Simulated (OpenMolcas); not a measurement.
In: effect of the level shift or regulariser

```json
{"Program": "OpenMolcas", "Basis": "ANO-RCC-VQZP [8s7p5d3f2g]", "Scalar Hamiltonian": "DKH2, point nucleus", "Active space": "3 electrons in 9 orbitals (RAS2 5s 5p; RAS3 5d, at most 2 electrons)", "State averaging": "2S+1 = 4 odd, 1 root (0 in the spin-orbit step); 2S+1 = 2 odd, 3 roots; 2S+1 = 4 even, 3 roots; 2S+1 = 2 even, 5 roots", "Spin-orbit coupling": "RASSI with atomic mean-field integrals over the reference wave functions, term energies averaged over their components"}
```

Methods on the same reference wave functions:
A. RASSCF
B. SS-RASPT2, IPEA 0.25 Eh, imaginary shift 0.1 Eh (closed shells correlated: 4d)
C. SS-RASPT2, IPEA 0.25 Eh, sigma2 regulariser 0.3 Eh (closed shells correlated: 4d)

Energies in cm-1 above 5s2 5p 2P* 1/2, the measured ground level; measured values from NIST Handbook of Basic Atomic Spectroscopic Data.

| Level | A | B | C | Measured |
| --- | --- | --- | --- | --- |
| 5s2 5p 2P* 1/2 | 0.0 | 0.0 | 0.0 | 0.0 |
| 5s2 5p 2P* 3/2 | 2187 | 2190 | 2190 | 2213 |
| 5s 5p2 4P 1/2 | 28973 | 34770 | 34730 | 34978 |
| 5s 5p2 4P 3/2 | 29722 | 35510 | 35470 | 36021 |
| 5s 5p2 4P 5/2 | 30924 | 36690 | 36660 | 37452 |
| 5s 5p2 2D 3/2 | 41975 | 45160 | 45150 |  |

Deviations, from unrounded energies. A percentage is the sum of absolute deviations over the sum of measured energies, with the sign that they share, or ± where signs differ.

```csv
Against measurement,Levels,A,B,C
mean absolute deviation (cm-1),4,4700,380,400
fine structure of the ground term (%),1,-1.2,-1.2,-1.2
other configurations (%),3,-17.4,-1.4,-1.5
```

B lies closest to measurement on these levels and A furthest from it. The largest miss of B in the table is 5s 5p2 4P 5/2, by -760 cm-1. The ranking rests on the paired levels alone, and a cruder setting can come out closer through cancelling errors.

Between B and C the level of the table that moves most is 5s 5p2 4P 1/2, by 38 cm-1 (lowest in C, highest in B). Moves below CASPT2's spread within the term are not significant.

The mean deviations of B to C differ by less than CASPT2's widest spread within a term (47 cm-1), so their order carries little weight.

The lowest spin-free term lies below A's lowest term by 0.453 hartree in B, 0.452 hartree in C.

CASPT2 does not keep the components of a term degenerate, so their means are used; among the terms shown or strongly mixed into the levels shown the widest spread is 47 cm-1 (5s 5p2 2D, B). Some high roots are left out of the spin-orbit mixing, which shifts the levels that they would mix with. Active for correlation alone: 5d; no level in the range computed is led by a configuration that fills it, so any true level of that kind is missing. Some terms mix strongly with configurations of 5d, whose occupation reaches 0.24 (5s 5p2 2D). Without dynamic correlation excited terms often stand tens of per cent too high (terms of higher spin than the ground term too low), and those without a measured partner can miss by more than the paired ones (holds for A). Computed and measured levels are paired by configuration, term and J; levels that our copy of the source lacks, or whose pairing is in doubt (as where it misses far off the trend of its configuration), stay unpaired and out of the deviations. Only configurations of the active space appear. The table leaves out levels that lie high or whose names do not pair safely across all columns.

* marks odd parity.
